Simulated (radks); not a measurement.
Coulomb parameter of the 3d shell of neutral zinc in the model configuration [Ar] 3d8.5 4s2 4p1.5, as a second difference U = [E(n + 0.25) + E(n - 0.25) - 2 E(n)] / (0.25)^2 with all orbitals relaxed. "Bare": the charge of the atom changes with n. "Screened": the 4p shell takes up the change at fixed total charge, which measures U(3d,3d) + U(4p,4p) - 2 U(3d,4p). Calculated with a radial shooting solver on a logarithmic mesh with Libxc functionals: scalar-relativistic Kohn-Sham, PBE, spin-unpolarised, spherical densities, point nucleus.

case                     configuration  E - E(n) (eV)
start             [Ar] 3d8.5 4s2 4p1.5          0.000
bare +0.25       [Ar] 3d8.75 4s2 4p1.5         -5.123
bare -0.25       [Ar] 3d8.25 4s2 4p1.5          6.111
screened +0.25  [Ar] 3d8.75 4s2 4p1.25         -4.565
screened -0.25  [Ar] 3d8.25 4s2 4p1.75          5.023

U(bare) = 15.808 eV, U(screened by 4p) = 7.315 eV, against the Slater integral F0(3d,3d) = 30.840 eV with frozen orbitals. The step up makes a negative ion, whose loosely bound charge lowers the bare value.
